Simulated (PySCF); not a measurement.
## A small calculation by hand: dipole moment from atomic charges

Mo(S)2(SH)2 (H2MoS4), SMILES [SH][Mo](=[S])([SH])=[S], multiplicity 1. Atoms are numbered in the order given.

```xyz
7

Mo     0.0000     0.0000     0.0677
S     -0.2932    -1.7307     1.2395
S      0.2932     1.7307     1.2395
S     -1.9242     0.1830    -1.2280
H     -1.6946     1.4666    -1.6058
S      1.9242    -0.1830    -1.2280
H      1.6946    -1.4666    -1.6058
```

The structure is a stationary point at B3LYP-D3(BJ)/def2-SVP. The multiplicity is an assumed one; no other spin state was optimised. The structure was generated by enumeration; whether it is a known compound was not checked. The def2 effective core potentials stand for the cores of Mo; spin–orbit coupling is left out. Other conformers were not sampled.

Charges (e) from M06-2X/def2-TZVP (PySCF):

| atom | ESP fit | Mulliken |
|---|---|---|
| Mo1 | 0.093 | 0.889 |
| S2 | -0.051 | -0.278 |
| S3 | -0.051 | -0.278 |
| S4 | -0.186 | -0.356 |
| H5 | 0.190 | 0.189 |
| S6 | -0.186 | -0.356 |
| H7 | 0.190 | 0.189 |

The dipole moment of the full density is 1.32 D.

**Question.** What dipole moment does each set of point charges give, and which comes closer to that of the density?

**Answer.** 
μ = Σ q r, and 1 e Å = 4.8032 D.
ESP fit: Σ q r = (0.000, 0.000, -0.274) e Å, |μ| = 1.31 D.
Mulliken: Σ q r = (0.000, 0.000, -0.362) e Å, |μ| = 1.74 D.
ESP fit comes closer in size. Point charges leave out the atoms' own dipoles (lone pairs, polarised bonds); fits to the potential absorb them, partitions of the density don't.
